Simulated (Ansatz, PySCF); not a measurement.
System: sum formula SiOF$_{2}$, charge 0, multiplicity 1. 
Coordinates optimised at B3LYP-D3(BJ)/def2-TZVP (Ansatz, a first-principles code):
```xyz
4

Si     0.1224    -0.0385    -0.0248
O      1.5315    -0.4819    -0.3108
F     -0.6987    -0.2461     1.2977
F     -0.8530     0.7344    -0.9829
```
Charge 0, spin multiplicity 1.

Dipole moments at this geometry, in debye (magnitudes).

```csv
level,program,dipole (D)
HF/def2-TZVPD,PySCF,2.76
SVWN5/def2-TZVPD,Ansatz,2.22
r2SCAN/def2-TZVPD,Ansatz,2.33
B3LYP/def2-TZVPD,Ansatz,___
MN15/def2-TZVPD,PySCF,2.43
CCSD(T)/aug-cc-pV(D+d)Z,Ansatz,___
```

Task: Some entries are withheld; supply them.

Result: 
- B3LYP/def2-TZVPD, dipole (D): 2.36
- CCSD(T)/aug-cc-pV(D+d)Z, dipole (D): 2.29
